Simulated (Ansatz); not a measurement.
Breaking the N6–H7 bond in CH5GeN (SMILES [CH3][Ge][NH2]) (multiplicity 1 held, fragments rigid). Energies count from the point at 1.010 Å.
Geometry at that point (charge 0, multiplicity 1):
```xyz
8

Ge    -0.2170    -0.0101     0.4452
C      0.7303     1.3957    -0.6510
H      0.3907     2.3968    -0.3807
H      0.5942     1.2501    -1.7247
H      1.8012     1.3407    -0.4297
N     -0.0364    -1.3548    -0.7861
H      0.4026    -1.2654    -1.6915
H     -0.3701    -2.2905    -0.6131
```

Unrestricted levels (U-) break spin symmetry where that is lower. Active spaces are followed from a long bond inwards. Curves can end on different states.

Cores are frozen in the correlated methods. Filled d and f shells under p-block atoms count as core.

Run with Ansatz (an electronic-structure program) with Gaussian orbitals. Each number belongs to the level named beside it.

Energies in kJ/mol.

```
R (Å)  U-MP2/cc-pVDZ  U-CCSD(T)/cc-pVDZ  SC-NEVPT2 on CASSCF(2,2)/cc-pVDZ  FIC-MRCISD on CASSCF(2,2)/cc-pVDZ  FIC-MRCISD+Q on CASSCF(2,2)/cc-pVDZ
-----  -------------  -----------------  --------------------------------  ---------------------------------  -----------------------------------
0.808            159                160                               162                                157                                  159
0.909             34                 35                                36                                 33                                   34
1.010              0                  0                                 0                                  0                                    0
1.111             15                 14                                13                                 15                                   15
1.212             55                 52                                51                                 55                                   54
1.364            134                128                               126                                132                                  130
1.515            230                205                               205                                211                                  208
1.768            396                316                               317                                319                                  316
2.020            451                392                               393                                393                                  388
2.324            482                433                               445                                442                                  436
2.728            499                446                               474                                469                                  462
3.233            504                449                               485                                479                                  473
```

Doubts at one or more of the structures used: a spin-contaminated determinant (U-MP2/cc-pVDZ, U-CCSD(T)/cc-pVDZ); T1 above 0.05 (U-CCSD(T)/cc-pVDZ); the program's own flag: large difference (U-CCSD(T)/cc-pVDZ).
